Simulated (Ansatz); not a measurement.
The molecule NaSi, multiplicity 4 (lowest of 2S+1 = 2, 4 at CCSD(T)/def2-TZVPP on PBE0 minima; our sources give no spin for the ground state, which may be another).

D_e counts from the fitted minimum to each atom's lowest state at the same level, without counterpoise.

Programs: Ansatz (a quantum-chemistry and plane-wave program) with Gaussian orbitals. 

Task: One of these levels gives 117.0 kJ/mol for the bond energy D_e. Which one is it?
A. SVWN5/def2-TZVPP
B. PBE/def2-TZVPP
C. B3LYP/def2-TZVPP

Result: C, B3LYP/def2-TZVPP. The others give 158.5 (SVWN5/def2-TZVPP), 140.6 (PBE/def2-TZVPP)
